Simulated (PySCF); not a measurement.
PySCF 2.14 output of an unrestricted r2SCAN calculation on a single atom or ion in x2c-TZVPPall with one added diffuse shell each of s, p, d, f type (12s8p8d4f1g, 113 functions), with scalar relativity by spin-free X2C-1e:

```
SCF conv_tol = 1e-09
number electrons alpha = 39  beta = 37
    J. W. Furness, A. D. Kaplan, J. Ning, J. P. Perdew, and J. Sun.,  J. Phys. Chem. Lett. 11, 8208-8215 (2020)
    J. W. Furness, A. D. Kaplan, J. Ning, J. P. Perdew, and J. Sun.,  J. Phys. Chem. Lett. 11, 9248-9248 (2020)
    J. W. Furness, A. D. Kaplan, J. Ning, J. P. Perdew, and J. Sun.,  J. Phys. Chem. Lett. 11, 8208-8215 (2020)
    J. W. Furness, A. D. Kaplan, J. Ning, J. P. Perdew, and J. Sun.,  J. Phys. Chem. Lett. 11, 9248-9248 (2020)
cycle= 1 E= -18414.8092140666  delta_E= -0.021  |g|= 0.215  |ddm|= 0.261
cycle= 2 E= -18414.8087244487  delta_E= 0.00049  |g|= 0.204  |ddm|= 0.131
cycle= 3 E= -18414.811895138  delta_E= -0.00317  |g|= 0.0164  |ddm|= 0.0776
cycle= 4 E= -18414.8119431611  delta_E= -4.8e-05  |g|= 0.000427  |ddm|= 0.00924
cycle= 5 E= -18414.8119432117  delta_E= -5.05e-08  |g|= 2.62e-05  |ddm|= 0.000293
cycle= 6 E= -18414.8119432119  delta_E= -2.55e-10  |g|= 2.47e-06  |ddm|= 2.25e-05
converged SCF energy = -18414.8119432119  <S^2> = 2.0012847  2S+1 = 3.0008564
```

The run itself started from symmetry-adapted Hartree-Fock orbitals and held the occupation by maximum overlap, on a logarithmic radial grid, so the iterations belong to that start.

Question: Which element, charge and spin multiplicity is this?

Answer: Pt²⁺ (platinum, charge +2), multiplicity 3; the state was [Xe] 4f14 5d8, high-spin 3F determinant.

Spin-orbit coupling, absent here, splits the open shell strongly.
